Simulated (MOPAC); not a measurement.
Input file for MOPAC: PM3 on AsF2H2In (SMILES [F][In]([F])[AsH2]), a point of a torsion scan.

```
PM3 1SCF PRECISE CHARGE=0 THREADS=1
AsF2H2In

F     -2.45045111 1    -1.55912690 1     0.08444127 1
In    -0.98968823 1    -0.18538693 1     0.02574552 1
F     -1.55414499 1     1.70048446 1    -0.40003753 1
As     1.54639233 1    -0.57806110 1     0.45959709 1
H      1.79883453 1    -0.08305167 1    -0.94114807 1
H      1.61075780 1     0.84196217 1     0.94715826 1
```

Program output:

```
*******************************************************************************
 **                                                                           **
 **                              MOPAC v23.2.5                                **
 **                                                                           **
 *******************************************************************************
 ** MOPAC's Digital Object Identifier: https://doi.org/10.5281/zenodo.6511958 **
 **                                                                           **
 ** Please cite the open-source release paper for use of this MOPAC version:  **
 ** J. E. Moussa and J. J. P. Stewart (2026)                                  **
 ** MOPAC: An open-source semiempirical molecular orbital program             **
 ** J. Open Source Softw., 11(119), 8025, https://doi.org/10.21105/joss.08025 **
 *******************************************************************************

                              PM3 CALCULATION RESULTS

 *******************************************************************************
 *  PM3        - The PM3 Hamiltonian to be used
 *
 *
 *
 *                 CHARGE ON SYSTEM = 0
 *
 *
 *
 *  PRECISE    - TIGHTER CRITERIA TO BE USED
 *  1SCF       - DO 1 SCF AND THEN STOP
 *  THREADS=1  - MULTI-THREADING NOT USED
 *  T=         - A TIME OF 172800.0 SECONDS REQUESTED
 *  DUMP=N     - RESTART FILE WRITTEN EVERY 7200.0 SECONDS REQUESTED
 *******************************************************************************
PM3 1SCF PRECISE CHARGE=0 THREADS=1
 AsF2H2In

   ATOM   CHEMICAL          X               Y               Z
  NUMBER   SYMBOL      (ANGSTROMS)     (ANGSTROMS)     (ANGSTROMS)

     1       F         -2.45045111  *  -1.55912690  *   0.08444127  *
     2      In         -0.98968823  *  -0.18538693  *   0.02574552  *
     3       F         -1.55414499  *   1.70048446  *  -0.40003753  *
     4      As          1.54639233  *  -0.57806110  *   0.45959709  *
     5       H          1.79883453  *  -0.08305167  *  -0.94114807  *
     6       H          1.61075780  *   0.84196217  *   0.94715826  *



          CARTESIAN COORDINATES

    NO.       ATOM           X           Y           Z

     1         F         -2.4505     -1.5591      0.0844
     2        In         -0.9897     -0.1854      0.0257
     3         F         -1.5541      1.7005     -0.4000
     4        As          1.5464     -0.5781      0.4596
     5         H          1.7988     -0.0831     -0.9411
     6         H          1.6108      0.8420      0.9472

  H: (PM3): J. J. P. STEWART, J. COMP. CHEM. 10, 209 (1989).
  F: (PM3): J. J. P. STEWART, J. COMP. CHEM. 10, 209 (1989).
 As: (PM3): J. J. P. STEWART, J. COMP. CHEM. 12, 320-341 (1991).
 In: (PM3): J. J. P. STEWART, J. COMP. CHEM. 12, 320-341 (1991).

           Empirical Formula: H2 F2 In As  =     6 atoms



      MOLECULAR POINT GROUP   :   C1


      RHF CALCULATION, NO. OF DOUBLY OCCUPIED LEVELS = 12


 -------------------------------------------------------------------------------
 PM3 1SCF PRECISE CHARGE=0 THREADS=1
 AsF2H2In



     1SCF WAS SPECIFIED, SO BFGS WAS NOT USED
     SCF FIELD WAS ACHIEVED


                              PM3 CALCULATION
                                                       MOPAC v23.2.5 Linux




          FINAL HEAT OF FORMATION =        -81.92599 KCAL/MOL =    -342.77835 KJ/MOL


          COSMO AREA              =        126.51 SQUARE ANGSTROMS
          COSMO VOLUME            =        111.94 CUBIC ANGSTROMS

          IONIZATION POTENTIAL    =         10.704972 EV
          HOMO LUMO ENERGIES (EV) =        -10.705 -2.919
          NO. OF FILLED LEVELS    =         12
          MOLECULAR WEIGHT        =        229.7542         POINT GROUP:  C1

          MOLECULAR DIMENSIONS (Angstroms)

            Atom       Atom       Distance
            H     6    F     1     4.79614
            F     3   As     4     3.58561
            H     5    F     1     1.92152


          SCF CALCULATIONS        =          1





   ATOM   CHEMICAL          X               Y               Z
  NUMBER   SYMBOL      (ANGSTROMS)     (ANGSTROMS)     (ANGSTROMS)

     1       F         -2.45045111  *  -1.55912690  *   0.08444127  *
     2      In         -0.98968823  *  -0.18538693  *   0.02574552  *
     3       F         -1.55414499  *   1.70048446  *  -0.40003753  *
     4      As          1.54639233  *  -0.57806110  *   0.45959709  *
     5       H          1.79883453  *  -0.08305167  *  -0.94114807  *
     6       H          1.61075780  *   0.84196217  *   0.94715826  *

                             CARTESIAN COORDINATES

   1    F       -2.450451110    -1.559126900     0.084441270
   2   In       -0.989688230    -0.185386930     0.025745520
   3    F       -1.554144990     1.700484460    -0.400037530
   4   As        1.546392330    -0.578061100     0.459597090
   5    H        1.798834530    -0.083051670    -0.941148070
   6    H        1.610757800     0.841962170     0.947158260


           Empirical Formula: H2 F2 In As  =     6 atoms



      MOLECULAR POINT GROUP   :   C1


                  EIGENVALUES
 -22.01328 -19.99810 -19.38232 -16.18013 -15.66037 -15.47382 -15.38735 -14.92656
 -14.92501 -13.70042 -12.00785 -10.70497  -2.91856  -2.47607  -0.48525  -0.00041
   0.08744   0.40334


              NET ATOMIC CHARGES AND DIPOLE CONTRIBUTIONS

  ATOM NO.   TYPE          CHARGE      No. of ELECS.   s-Pop       p-Pop
    1          F          -0.278907        7.2789     1.57345     5.70546
    2         In           0.219021        2.7810     1.21752     1.56346
    3          F          -0.298682        7.2987     1.58745     5.71124
    4         As           0.476953        4.5230     1.81303     2.71001
    5          H          -0.058492        1.0585     1.05849
    6          H          -0.059894        1.0599     1.05989
 DIPOLE           X         Y         Z       TOTAL
 POINT-CHG.     7.045    -2.089     1.533     7.506
 HYBRID        -2.459     2.032    -1.170     3.398
 SUM            4.586    -0.057     0.362     4.601


          ATOMIC ORBITAL ELECTRON POPULATIONS

     Atom    s        px        py        pz
    1  F   1.57345   1.89616   1.87859   1.93071
    2 In   1.21752   0.77150   0.57431   0.21766
    3  F   1.58745   1.97164   1.81576   1.92384
    4 As   1.81303   0.75944   1.02052   0.93006
    5  H   1.05849
    6  H   1.05989

 **********************
 *                    *
 * JOB ENDED NORMALLY *
 *                    *
 **********************




 == MOPAC DONE ==
```

The run finished.

Cost: about 0.05 core-seconds (a rough figure).
